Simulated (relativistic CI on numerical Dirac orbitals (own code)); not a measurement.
# What each ingredient does to the levels of Ti

Base calculation: Dirac-Coulomb-Breit CI, KLI orbitals optimised for each configuration, a model potential for QED, valence Slater integrals scaled by 0.85, P86 correlation energy added to each configuration.

Configuration list (outside the closed core [Ar]): 3d2 4s2, 3d3 4s, 3d2 4s 4p, 3d3 4p, 3d4, 3d2 4s 4d, 3d 4s2 4p, 3d3 4d, 3d2 4s 5s, 3d2 4s 5p, 3d2 4s 6s, 3d 4s2 6s, 3d3 5s, 3d2 4s 4f, 3d2 4s 6p, 3d2 4p2, 3d 4p3. Double excitations out of closed p, d and f shells are left out; levels of such configurations are missing from the list, as are those of other unlisted configurations, and high levels can miss mixing partners. These lack a partner that the ground configuration has and come out too high: 3d 4s2 6s.

The lowest level and the first level of each name with at least 55 % of one term (blank where a level has no safe partner in the second run):

| Level | Base (cm⁻¹) | Shift (cm⁻¹) |
| --- | --- | --- |
| 3d2 4s2 3F_2 | 0.0 | 0.0 |
| 3d2 4s2 3F_3 | 159.0 | -1.7 |
| 3d2 4s2 3F_4 | 363.3 | -3.8 |
| 3d2 4s2 1D_2 | 7899.4 | +400.9 |
| 3d3 4s 5F_1 | 8007.9 | -3137.7 |
| 3d3 4s 5F_2 | 8039.2 | -3131.0 |
| 3d3 4s 5F_3 | 8085.7 | -3120.8 |
| 3d3 4s 5F_4 | 8146.9 | -3107.1 |
| 3d3 4s 5F_5 | 8222.1 | -3089.9 |
| 3d2 4s2 3P_0 | 8975.5 | +1045.4 |
| 3d2 4s2 3P_1 | 9023.9 | +1047.8 |
| 3d2 4s2 3P_2 | 9120.1 | +1045.9 |
| 3d2 4s2 1G_4 | 12384.3 | +527.3 |
| 3d2 4s 4p 5G°_2 | 12926.7 | -3838.7 |
| 3d2 4s 4p 5G°_3 | 13014.8 | -3838.2 |
| 3d2 4s 4p 5G°_4 | 13131.5 | -3837.3 |
| 3d2 4s 4p 5G°_5 | 13276.5 | -3836.1 |
| 3d2 4s 4p 5G°_6 | 13448.9 | -3834.3 |
| 3d3 4s 3F_2 | 13582.0 |  |
| 3d3 4s 3F_3 | 13671.1 |  |
| 3d3 4s 3F_4 | 13787.3 | +486.0 |
| 3d2 4s 4p 5F°_1 | 13897.2 | -3621.0 |

For a near-neutral ion this model can misplace configurations by up to about 10,000 cm⁻¹ (more where the count of f electrons changes) and terms by 10 to 25 % of their spread. Rates follow the energies as ν³ (E1, M1) or ν⁵ (E2), so they and the lifetimes can be off by large factors. The fine structure of a lone outer electron comes out too small, for d and f at times inverted, and misplaced configurations move strength between like terms. 57 of the 77 excited levels that our extract of the measured tables holds in this range could be paired (the sources list more); they are missed by 1776 cm⁻¹ on average and 3013 at most, and levels without a partner can miss by more.

(1) One thing was changed in a second run, which moved the levels as shown. Which?
A. configuration mixing switched off
B. Slater integrals left unscaled
C. Breit term removed
D. QED terms removed
E. valence Slater integrals scaled by 0.75

Answers

(1) A. Configuration mixing switched off. Without mixing, levels that were pushed by configurations of the same parity and J return to their single-configuration places.
